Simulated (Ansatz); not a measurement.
System: MnBr, net charge 0, septet state. The spin state was set by rule; other spins were not relaxed. 
Structure (B3LYP-D3(BJ)/def2-TZVP (Ansatz, a program for electronic structure) minimum search):
```xyz
2

Mn     0.0000     0.0000    -1.4063
Br     0.0000     0.0000     1.0045
```
Charge 0, spin multiplicity 7.

Wanted: vertical electron affinity (to the sextet state of charge -1; a negative value means that the extra electron is unbound and the number depends on the basis; each state is the SCF solution reached for its spin; for the sextet the Hartree-Fock reference is unstable and T1 is 0.039), in eV. Cores are frozen in the correlated levels unless marked. UHF or UKS for open shells. Spin-orbit coupling is left out. The frozen core is the preceding noble-gas configuration, with the filled d and f shells of earlier blocks. No relativistic terms. Anions need diffuse functions: def2-D sets add few. 

```tsv
level	program	vertical electron affinity (eV)
SVWN5/def2-TZVPD	Ansatz	1.58
PBE/def2-TZVPD	Ansatz	1.32
r2SCAN/def2-TZVPD	Ansatz	1.10
B3LYP/def2-TZVPD	Ansatz	1.47
PBE0/def2-TZVPD	Ansatz	1.16
BHLYP/def2-TZVPD	Ansatz	1.26
CAM-B3LYP/def2-TZVPD	Ansatz	1.44
wB97M-V/def2-TZVPD	Ansatz	1.49
wB97X-V/def2-TZVPD	Ansatz	1.36
wB97X/def2-TZVPD	Ansatz	1.76
CCSD/def2-SVPD	Ansatz	1.08
CCSD/def2-TZVPPD	Ansatz	1.18
CCSD/def2-QZVPPD	Ansatz	1.26
CCSD(T)/def2-SVPD	Ansatz	1.12
CCSD(T)/def2-TZVPPD	Ansatz	1.26
CCSD(T)/def2-QZVPPD	Ansatz	1.35
```
